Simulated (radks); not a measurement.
The numbers below are computed, except where a source is named.
Task: The mean radii <r> (bohr) of the occupied orbitals of an atom or ion are listed with their occupations. Code: a radial shooting solver on a logarithmic mesh with Libxc functionals. Model: Dirac Kohn-Sham, LDA (Slater exchange, Perdew-Wang correlation), spin-unpolarised, spherical densities, point nucleus.

| orbital | occ. | <r> |
|---|---|---|
| 1s1/2 | 2 | 0.05038 |
| 2s1/2 | 2 | 0.2264 |
| 2p1/2 | 2 | 0.1961 |
| 2p3/2 | 4 | 0.1995 |
| 3s1/2 | 2 | 0.6788 |
| 3p1/2 | 2 | 0.7002 |
| 3p3/2 | 4 | 0.7107 |
| 3d3/2 | 4 | 0.8183 |
| 3d5/2 | 5 | 0.8232 |
| 6s1/2 | 1 | 8.125 |

Name the element and its charge. Open shells, if any, fill j = l - 1/2 first.

Result: Z = 30, zinc, charge +2: Zn2+ in [Ar] 3d9 6s1. The 1s radius gives Z: for a bare nucleus <r> = (2 gamma + 1)/(2Z) with gamma = sqrt(1 - (Z/c)^2), 0.04919 bohr for Z = 30, and screening makes it slightly larger (0.05038 here). The occupations add up to 28, and the charge is Z minus that.
